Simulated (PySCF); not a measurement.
(E)-1-bromo-2-fluoroprop-1-ene (C3H4BrF), SMILES C/C(F)=C\Br. The structure is a stationary point at PBE-D3(BJ)/def2-SVP.

Computed equilibrium geometry at PBE-D3(BJ)/def2-SVP (PySCF confirms it by a frequency run) as bond lengths and angles, and its point group:
point group Cs.
Atoms: C1 C2 F3 C4 Br5 H6 H7 H8 H9. Bonds (Å): C1–C2 1.487, C1–H6 1.110, C1–H7 1.104, C1–H8 1.110, C2–F3 1.355, C2–C4 1.348, C4–Br5 1.886, C4–H9 1.098. Angles (°): C2–C1–H6 110.1, C2–C1–H7 111.0, C2–C1–H8 110.1, H6–C1–H7 109.1, H6–C1–H8 107.1, H7–C1–H8 109.1, C1–C2–F3 113.3, C1–C2–C4 129.8, F3–C2–C4 116.9, C2–C4–Br5 123.8, C2–C4–H9 121.0, Br5–C4–H9 115.1.
Charge 0, spin multiplicity 1.
